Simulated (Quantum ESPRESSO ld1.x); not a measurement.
The numbers below are computed, except where a source is named.
One sound ld1.x (Quantum ESPRESSO 7.5) input for the praseodymium ion Pr3+ gives E = -9229.211 hartree in 28 iterations:

```
 &input
    zed=59.0,
    iswitch=1,
    rel=1,
    lsd=1,
    dft='PZ',
    config='[Xe] 4f2',
    prefix='ld1',
    max_out_wfc=37,
    file_charge='ld1.rho',
 /
```

Changed or added lines, one case at a time, and what came of them:

- dft='R2SCAN': refused. The program stops in set_dft_from_name with "libxc needed for this functional": this build has no Libxc.
- config='[Cd] 4f2': refused. The program stops in el_config with "wrong core: Cd": the cores known are He, Ne, Ar, Kr, Xe, Hg and Rn.
- config='[Xe] 4f2 4f2': ran as typed. The string holds 58 electrons for Z = 59, so the species has charge 1 and is not the one meant. The run is valid for that other species.
- config='[Xe] 4f2 1p1': refused. The program stops in el_config with "main/angular quantum number mismatch": l must be smaller than n.
- config='[Xe] 4f2 1s1': refused. The program stops in occ_spin with "wrong occupations": the bracketed core already holds 1s.
- noscf=.true.: refused. The program stops in ld1_readin with "hydrogenic levels available only with lsd=0": noscf gives hydrogenic levels and needs lsd = 0.
- dft='HF': refused. The program stops in ld1_setup with "HF not implemented yet": ld1.x has no Hartree-Fock; KLI and OEP are its exact-exchange options.
